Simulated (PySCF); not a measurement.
## Magnetisability: SMILES C=CN(CC)N1CCCCC1, C$_{9}$H$_{18}$N$_{2}$

Cartesian coordinates in Å; atom numbers follow the order of the lines, from 1:
```xyz
29

C     2.248    2.700   -0.393
C     1.279    1.805   -0.555
N     1.194    0.541   -0.016
C     2.159    0.113    0.978
C     2.107   -1.396    1.177
N    -0.058   -0.079    0.098
C    -0.575   -0.572   -1.163
C    -1.702   -1.559   -0.874
C    -2.804   -0.867   -0.076
C    -2.209   -0.264    1.192
C    -1.061    0.675    0.831
H     3.092    2.551    0.255
H     2.225    3.624   -0.942
H     0.457    2.031   -1.223
H     3.146    0.398    0.609
H     1.993    0.620    1.942
H     2.285   -1.903    0.232
H     1.133   -1.694    1.551
H     2.871   -1.698    1.889
H    -0.960    0.240   -1.805
H     0.244   -1.065   -1.690
H    -1.302   -2.392   -0.294
H    -2.097   -1.951   -1.813
H    -3.248   -0.074   -0.682
H    -3.592   -1.579    0.177
H    -2.970    0.284    1.750
H    -1.825   -1.063    1.827
H    -0.595    1.072    1.737
H    -1.452    1.527    0.247
```

Level of theory: GIAO BHandHLYP/pcSseg-1 magnetisability, rotational g tensor and spin-rotation constants, non-relativistic, gas phase (PySCF). Geometry: GFN2-xTB.

**Question.** What are the magnetisability and the molar susceptibility?

**Answer.** Isotropic -1905 × 10⁻³⁰ J/T², or -114.7 × 10⁻⁶ cm³/mol; principal values -2027, -1932, -1757 × 10⁻³⁰ J/T², anisotropy 237 × 10⁻³⁰ J/T² (root of half the summed squared differences of the principal values). The susceptibility is in cgs units.

**Question.** Split it along the inertial axes a, b, c into diamagnetic and paramagnetic parts about the centre of mass, with the quadrupole moment.

**Answer.** 
| axis | χ (10⁻⁶ cm³/mol) | diamagnetic (10⁻⁶ cm³/mol) | paramagnetic (10⁻⁶ cm³/mol) | summed x² of all electrons (Å²) | quadrupole Θ (D Å) |
| --- | --- | --- | --- | --- | --- |
| a | -116.8 | -898.5 | 781.7 | 353.9 | -0.98 |
| b | -107.1 | -1836.6 | 1729.5 | 132.8 | +1.03 |
| c | -120.3 | -2064.6 | 1944.3 | 79.0 | -0.05 |

Anisotropies 2χaa − χbb − χcc = -6.3 and 2χbb − χaa − χcc = +22.9 × 10⁻⁶ cm³/mol. Θ is traceless in Buckingham's convention.

**Question.** And the rotational g tensor?

**Answer.** 
```
axis  rotational constant (GHz)        g  nuclear part  electronic part
   a                     1.7412  -0.0070        0.6324          -0.6394
   b                     0.7408  -0.0068        0.5951          -0.6019
   c                     0.6556  -0.0017        0.5971          -0.5988
```
Asymmetric top; isotopes 12C, 1H, 14N; no vibrational averaging.
